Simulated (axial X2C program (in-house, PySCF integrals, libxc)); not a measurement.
# A run on OsTe⁺ without results

A two-component calculation with an axial X2C code built on PySCF integrals.

Input and command:
```json
{"zs": [76, 52], "q": 1, "bas": ["dyall-acv3z", "dyall-acv3z"], "r0": 2.44, "eom": "ea", "thr": -1.0, "nmax": 92, "grid": [1, 0.96, 1.045, 0.92, 1.09, 1.15]}
```
```bash
python soeom.py task.json out
```

Keys: zs atomic numbers; q charge; bas basis sets; r0 starting distance in Å; eom kind of EOM run; thr threshold in hartree for freezing inner shells (an s shell follows its p shell); nmax most natural virtual spinors; grid distances as factors.

Outcome:

The program refused: none of the low determinants of the reference species is a closed shell, which the EOM method needs.
